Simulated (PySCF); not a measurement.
Work out the structure from these simulated measurements.

Elements present: C, F, H, O and Si. Monoisotopic mass: 161.9760 u.

- Dipole: 3.22 D [CAM-B3LYP/def2-SVPD]
- 13C NMR: chemical shifts (computed TMS as zero) by class: 177.6 (1 C), 129.0 (1 C) ppm [GIAO PBE0/pcSseg-1]
- UV, first state: lowest singlet excitation: 4.81 eV (258 nm, f = 0.003) [TDDFT CAM-B3LYP/def2-SVPD]
- UV, strongest line: among the 8 lowest singlet transitions: S7 at 8.88 eV (140 nm, f = 0.176) [TDDFT CAM-B3LYP/def2-SVPD]
- Rotational structure: rotational constants A, B, C: 2.682, 0.775, 0.702 GHz [GFN2-xTB]
- NMR, other nuclei: isotropic shieldings of nuclei other than C and H, by class: -218 (1 O), 56 (1 O), 241 (3 F), 400 (1 F), 366 (1 Si) ppm [GIAO PBE0/pcSseg-1]

Gas-phase values; electronic properties from PySCF, density fitting. Levels stand in brackets. One conformer (not necessarily the lowest) at the GFN2-xTB geometry, without solvent, vibrations or thermal averaging. NMR values are class means; diastereotopic atoms form classes of their own.

Problem. Which formula fits the mass and the elements?

Solution. C2H2F4O2Si (calculated 161.9760). No other formula that holds each of these elements comes within 0.0003 u with a fitting electron parity and a possible valence count.

Problem. Propose a structure and show how it fits.

Solution. Numbering: `[O:1]=[C:2]([O:3][C:4]([F:5])([F:6])[F:7])[SiH2:8][F:9]`. Its formula, C2H2F4O2Si, gives 1 degree of unsaturation: 0 rings and 1 π bond in the structure found. 2 carbons fall into 2 classes; from least to most shielded: carbonyl carbon [C2] (177.6 ppm), CF3 carbon [C4] (129.0 ppm). The other shieldings belong to: -218 ppm, carbonyl oxygen [O1]; 56 ppm, oxygen singly bound to a carbonyl carbon [O3]; 241 ppm, fluorine of a CF3 group [F5/F6/F7]; 400 ppm, silicon-bound fluorine [F9]; 366 ppm, fluorine-bound silicon [Si8]. S1 is mainly HOMO→LUMO (weight 0.91); the largest Löwdin shares of the orbital it empties are 0.53 on the carbonyl oxygen, 0.14 on the carbonyl carbon, 0.10 on the fluorine-bound silicon and 0.10 on the oxygen singly bound to a carbonyl carbon, of the orbital it fills 0.31 on the carbonyl carbon, 0.25 on the carbonyl oxygen, 0.20 on the fluorine-bound silicon and 0.09 on the oxygen singly bound to a carbonyl carbon. The optimised geometry has point group C1 and is an asymmetric top. Structure: `O=C(OC(F)(F)F)[SiH2]F`. The assignments are read from this structure; whether some other isomer fits the data as well wasn't checked.

The values belong to the conformer `[O:1]=[C:2]([O:3][C:4]([F:5])([F:6])[F:7])[SiH2:8][F:9]`: O1–C2–O3–C4 1°, C2–O3–C4–F5 -62°, O1–C2–Si8–F9 -119°.
